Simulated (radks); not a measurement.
Species: Ag II. Configuration: [Kr] 4d8 5p2 (not the ground configuration).

Method: scalar-relativistic Kohn-Sham, PBE, spin-unpolarised, spherical densities, finite nucleus; Fermi nuclear charge, rms radius 4.5454 fm; computed with a radial shooting solver on a logarithmic mesh with Libxc functionals.

Energy parts (eV):
total: -144620.587
kinetic: 150241.684
electron-nucleus: -348665.411
Hartree: 57837.230
exchange-correlation: -4034.089

Orbitals (lengths in bohr, moments of r in powers of bohr; r(max) is where P^2 peaks; r(90%) holds 90 % of the orbital's charge):
[
 {"orbital": "1s", "occ.": "2", "eigenvalue (eV)": "-25350.22", "r(max)": "0.02016", "<r^4>": "4.451e-06", "r(90%)": "0.0558"},
 {"orbital": "2s", "occ.": "2", "eigenvalue (eV)": "-3750.802", "r(max)": "0.1140", "<r^4>": "0.0007915", "r(90%)": "0.208"},
 {"orbital": "2p", "occ.": "6", "eigenvalue (eV)": "-3366.608", "r(max)": "0.09114", "<r^4>": "0.0005675", "r(90%)": "0.192"},
 {"orbital": "3s", "occ.": "2", "eigenvalue (eV)": "-704.9561", "r(max)": "0.3326", "<r^4>": "0.03698", "r(90%)": "0.543"},
 {"orbital": "3p", "occ.": "6", "eigenvalue (eV)": "-578.7595", "r(max)": "0.3258", "<r^4>": "0.03958", "r(90%)": "0.553"},
 {"orbital": "3d", "occ.": "10", "eigenvalue (eV)": "-379.7828", "r(max)": "0.2738", "<r^4>": "0.03798", "r(90%)": "0.547"},
 {"orbital": "4s", "occ.": "2", "eigenvalue (eV)": "-115.5408", "r(max)": "0.8210", "<r^4>": "1.292", "r(90%)": "1.31"},
 {"orbital": "4p", "occ.": "6", "eigenvalue (eV)": "-78.6939", "r(max)": "0.8735", "<r^4>": "1.944", "r(90%)": "1.46"},
 {"orbital": "4d", "occ.": "8", "eigenvalue (eV)": "-25.8305", "r(max)": "1.013", "<r^4>": "7.021", "r(90%)": "1.99"},
 {"orbital": "5p", "occ.": "2", "eigenvalue (eV)": "-9.6429", "r(max)": "2.700", "<r^4>": "210.5", "r(90%)": "4.72"}
]

The highest occupied level is 5p at -9.643 eV. The density falls to 0.001 e/bohr^3 at r = 4.57 bohr.
